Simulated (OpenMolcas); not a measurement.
W: effect of the IPEA shift

| Item | Value |
| --- | --- |
| Program | OpenMolcas |
| Basis | ANO-RCC-VTZP [8s7p5d3f2g1h] |
| Scalar Hamiltonian | DKH2, point nucleus |
| Active space | 6 electrons in 11 orbitals (5d 6s 6d) |
| State averaging | 2S+1 = 5 even, 23 roots (14 in the spin-orbit step); 2S+1 = 7 even, 1 root kept (CI in the orbitals of an earlier block); 2S+1 = 3 even, 5 roots kept (CI in the orbitals of an earlier block); 2S+1 = 1 even, 1 root kept (CI in the orbitals of an earlier block, 0 in the spin-orbit step) |
| Spin-orbit coupling | RASSI with atomic mean-field integrals over the reference wave functions, term energies averaged over their components |

Methods on the same reference wave functions:
A. CASSCF
B. SS-CASPT2, IPEA 0 Eh, imaginary shift 0.1 Eh (closed shells correlated: 5s 5p)
C. SS-CASPT2, IPEA 0.25 Eh, imaginary shift 0.1 Eh (closed shells correlated: 5s 5p)

Energies in cm⁻¹ above 5d⁴ 6s² ⁵D₀, the measured ground level; measured values from NIST Handbook of Basic Atomic Spectroscopic Data.

| Level | A | B | C | Measured |
| --- | --- | --- | --- | --- |
| 5d⁵ 6s ⁷S₃ | -5758 | -493 | -557 | 2951 |
| 5d⁴ 6s² ⁵D₀ | 0.0 | 0.0 | 0.0 | 0.0 |
| 5d⁴ 6s² ⁵D₁ | 437 | 430 | 437 | 1670 |
| 5d⁴ 6s² ⁵D₂ | 1347 | 1329 | 1346 | 3326 |
| 5d⁴ 6s² ⁵D₃ | 2824 | 2800 | 2820 | 4830 |
| 5d⁴ 6s² ⁵D₄ | 5113 | 5110 | 5110 | 6219 |

A puts 5d⁵ 6s ⁷S₃ lowest. B puts 5d⁵ 6s ⁷S₃ lowest. C puts 5d⁵ 6s ⁷S₃ lowest.

Deviations, from unrounded energies. A percentage is the sum of absolute deviations over the sum of measured energies, with the sign that they share, or ± where signs differ.

```csv
Against measurement,Levels,A,B,C
mean absolute deviation (cm-1),5,3000,2000,2000
fine structure of the ground term (%),4,-39.4,-39.7,-39.4
other configurations (%),1,-295.1,-116.7,-118.9
```

B, C lie about equally close to measurement and A furthest from it. The largest miss of B in the table is 5d⁵ 6s ⁷S₃, by -3400 cm-1. The ranking rests on the paired levels alone, and a cruder setting can come out closer through cancelling errors.

Between B and C the level of the table that moves most is 5d⁵ 6s ⁷S₃, by 64 cm-1 (lowest in C, highest in B). Moves below CASPT2's spread within the term are not significant.

The two smallest mean deviations differ by little beside CASPT2's spread within terms, so their order carries little weight.

The lowest spin-free term lies below A's lowest term by 0.333 hartree in B, 0.321 hartree in C.

Term energies are means over components that CASPT2 splits; among the terms shown or strongly mixed into the levels shown the widest spread is 11 cm-1 (5d⁴ 6s² ⁵D, B). Some high roots are left out of the spin-orbit mixing, which shifts the levels that they would mix with. Terms from blocks run as CI alone lack orbitals of their own. The lowest computed level is not the ground level that NIST lists (5D0). Active for correlation alone: 6d; no level in the range computed is led by a configuration that fills it, so any true level of that kind is missing. Without dynamic correlation excited terms often stand tens of per cent too high (terms of higher spin than the ground term too low), and those without a measured partner can miss by more than the paired ones (holds for A). Computed and measured levels are paired by configuration, term and J; levels that our copy of the source lacks, or whose pairing is in doubt (as where it misses far off the trend of its configuration), stay unpaired and out of the deviations. Levels of configurations outside the active space are missing. The table leaves out levels that lie high or whose names do not pair safely across all columns.
